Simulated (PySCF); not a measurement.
# Working out the ionisation energy of Zn

Zn [Ar] 3d10 4s2 (1S) → Zn⁺ [Ar] 3d10 4s1 (2S). Calculation: PySCF 2.14, in def2-TZVP; no relativity, point nucleus. Frozen: [Ar]. Energies in hartree (1 hartree = 27.21139 eV):

| part | Zn (lower) | Zn⁺ (upper) |
| --- | --- | --- |
| UHF | -1777.807066 | -1777.526441 |
| CCSD correlation | -0.375261 | -0.330082 |
| (T) | -0.008938 | -0.005670 |

**Question.** What does Hartree-Fock give?

**Answer.** (-1777.526441) − (-1777.807066) = 0.280625 hartree = 7.636 eV.

**Question.** What do CCSD and CCSD(T) give?

**Answer.** The CCSD correlation energies differ by 0.045179 hartree = 1.229 eV and the triples by 0.003268 hartree = 0.089 eV, so CCSD gives 8.865 eV and CCSD(T) 8.954 eV.

Measured between the centres of the two terms (NIST): 9.394 eV, so CCSD(T) (valence) is off by -0.440 eV.

The calculation is non-relativistic.

What remains against the reference includes basis incompleteness, the frozen core and higher excitations.
